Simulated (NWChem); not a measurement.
Species: C2H4BrCl; SMILES Br[C@@H](C)Cl

```xyz
8

C     -1.7877    -0.8184    -0.1697
C     -0.4311    -0.5683     0.4354
Cl     0.7333    -1.8141    -0.0668
Br     0.2194     1.2113    -0.0296
H     -1.7323    -0.7910    -1.2667
H     -2.1498    -1.8098     0.1419
H     -2.5003    -0.0534     0.1707
H     -0.4491    -0.5801     1.5312
```
Atoms are numbered in this order, from 1.

All runs use the structure optimised with PBE0/def2-SVP. B3LYP is NWChem's, with the RPA form of VWN correlation.

### Question
List the 4 lowest vertical singlet excitations from B3LYP/def2-SVPD, TDA (NWChem).

### Answer
```json
[
 {"state": "S1", "energy (eV)": "5.80", "oscillator strength": "0.004", "leading excitation (squared amplitude)": "HOMO−1 → LUMO (0.51)"},
 {"state": "S2", "energy (eV)": "5.83", "oscillator strength": "0.009", "leading excitation (squared amplitude)": "HOMO → LUMO (0.50)"},
 {"state": "S3", "energy (eV)": "6.59", "oscillator strength": "0.002", "leading excitation (squared amplitude)": "HOMO−2 → LUMO (0.91)"},
 {"state": "S4", "energy (eV)": "6.89", "oscillator strength": "0.047", "leading excitation (squared amplitude)": "HOMO−3 → LUMO (0.87)"}
]
```
